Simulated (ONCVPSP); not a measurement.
mercury (Hg), ONCV: configuration errors across variants

Hg (Z = 80), optimised norm-conserving Vanderbilt (ONCV), made with ONCVPSP 4.0.1 (revPBE, scalar-relativistic). Core [Xe] 4f14, reference 5d10 6s1.5 6p0.5. Waves: 6s: rc 2.40 bohr, ncon 3, nbas 8, qcut 2.3 1/bohr, 2 projectors, debl 2 Ha; 6p: rc 3.50 bohr, ncon 3, nbas 6, qcut 2.2 1/bohr, 2 projectors, debl 0.5 Ha; 5d: rc 1.70 bohr, ncon 4, nbas 9, qcut 8.2 1/bohr, 2 projectors, debl 2.7 Ha; f scattering state at 0.08 Ha: rc 3.30 bohr, ncon 4, nbas 9, qcut 3.2 1/bohr, 1 projector. Local part: polynomial inside 1.05 bohr (lpopt 4, dvloc0 0 Ha). Core correction: none.

All-electron excitation energies from the reference (eV): (1) 5d10 6s2 6p0 -2.935; (2) 5d10 6s1 6p0 7.641; (3) 5d10 6s1 6p1 3.092.

A true bound ghost makes a file unfit for plane-wave use even where its test errors are small: the radial tests pick states by their node count and pass the ghost by.

Errors AE − PS in meV (a dash: test not solved or not reliable):

| change | (1) | (2) | (3) | bound ghosts | GHOST(+) flags above zero |
| --- | --- | --- | --- | --- | --- |
| base | +1.3 | -4.3 | +2.6 | s, p, f | s |
| s: qcut 1.6; p: qcut 1.5; d: qcut 5.7; f: qcut 2.2 | -0.6 | -1.3 | +2.2 | s, p, f | none |
| s: qcut 1.9; p: qcut 1.8; d: qcut 6.7; f: qcut 2.6 | +0.5 | -2.9 | +2.7 | s, p, f | s |
| s: qcut 2.2; p: qcut 2.1; d: qcut 7.8; f: qcut 3 | +1.2 | -4.0 | +2.7 | s, p, f | s |
| s: qcut 2.4; p: qcut 2.3; d: qcut 8.6; f: qcut 3.4 | +1.4 | -4.5 | +2.4 | s, p, f | s |
| s: qcut 2.7; p: qcut 2.5; d: qcut 9.5; f: qcut 3.7 | +1.7 | -5.0 | +2.0 | s, p, f | none |
| s: qcut 3.3; p: qcut 3.1; d: qcut 11.6; f: qcut 4.5 | +1.5 | -5.1 | +0.7 | s, p, f | s |

Give the same row for: s: qcut 3; p: qcut 2.9; d: qcut 10.6; f: qcut 4.2.

+1.5, -4.9, +1.1; bound ghosts: s, p, f; GHOST(+) flags above zero: none.
